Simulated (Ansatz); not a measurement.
B5, relaxed as a doublet with UKS PBE-D4/def2-SVP in Ansatz, starting from the GFN2-xTB geometry. Force threshold 0.02 eV/Å.

Another isomer (doublet) lies 2.25 eV lower at PBE0-D4/def2-TZVP; other spin states weren't run for this one.

Start:

Cartesian coordinates in Å:
```
B -0.277 0.632 0.783
B 0.991 0.225 -0.465
B -0.732 -0.809 -0.261
B -0.502 0.679 -0.777
B 0.520 -0.728 0.720
```

Task: Estimate the energy that the relaxation releases and the steps that it takes.

Result: 0.12 eV, in 19 steps; 24 s on 4 threads of Arm Neoverse N1 on a shared host. The force fell under the threshold at step 5, but the optimiser went on and released 0.013 eV more. No frequencies were taken in this run, so the end may be a saddle point.

Task: Does the start keep its bonding and symmetry?

Result: By distances, no bond broke or formed. The bond that changes most is B1–B3, from 1.84 to 1.94 Å (atoms count from 1). Point group Cs at the start, C2v at the end, both within 0.05 Å.

Task: Predict the relaxed structure.

Result: 
```
atom    x (Å)    y (Å)    z (Å)
  B1  -0.2245   0.6624   0.7762
  B2   0.9238   0.1914  -0.4503
  B3  -0.7042  -0.8593  -0.3280
  B4  -0.5325   0.7401  -0.7831
  B5   0.5373  -0.7346   0.7852
```
Bond lengths: 9 × B–B 1.59 to 1.94 Å.
